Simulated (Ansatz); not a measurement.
Born–Oppenheimer molecular dynamics of ClH$_{5}$OSi$_{2}$ (9 atoms, charge 0, multiplicity 1). It starts from a relaxed structure.

Level of theory: RKS r2SCAN-D4/def2-SVP in Ansatz 0.2.0.

* ensemble: NVT, Langevin thermostat
* time step: 0.5 fs
* steps asked: 100
* set temperature: 300 K
* friction: 0.01 /fs
* seed: 857782

First frame:

```xyz
9
Properties=species:S:1:pos:R:3
Si 0.050 0.052 0.002
Cl -0.209 0.648 1.973
H 1.504 0.002 -0.284
H -0.651 1.038 -0.860
O -0.598 -1.446 -0.198
Si -1.677 -2.536 0.461
H -1.167 -3.036 1.770
H -3.009 -1.891 0.658
H -1.804 -3.668 -0.496
```

How far do the bonds stretch over the last three quarters of this one trajectory? (Pairs bonded in most of those frames.)


| bond | mean (Å) | spread (Å) | shortest | longest |
| --- | --- | --- | --- | --- |
| Si1–Cl2 | 2.064 | 0.022 | 2.04 | 2.10 |
| Si1–H3 | 1.484 | 0.042 | 1.42 | 1.54 |
| Si1–H4 | 1.477 | 0.023 | 1.42 | 1.51 |
| Si1–O5 | 1.646 | 0.024 | 1.61 | 1.68 |
| O5–Si6 | 1.671 | 0.008 | 1.66 | 1.69 |
| Si6–H7 | 1.502 | 0.051 | 1.43 | 1.57 |
| Si6–H8 | 1.490 | 0.018 | 1.46 | 1.53 |
| Si6–H9 | 1.492 | 0.033 | 1.44 | 1.54 |

Mean temperature of the second half: 199 K. The mean temperature of the second half is 34 % below the set value. A run of 0.05 ps of so small a system gives no equilibrium averages.

Time of the run: 5.4 min on 2 threads of Arm Neoverse V1, on a shared host, peak memory 0.14 GiB.
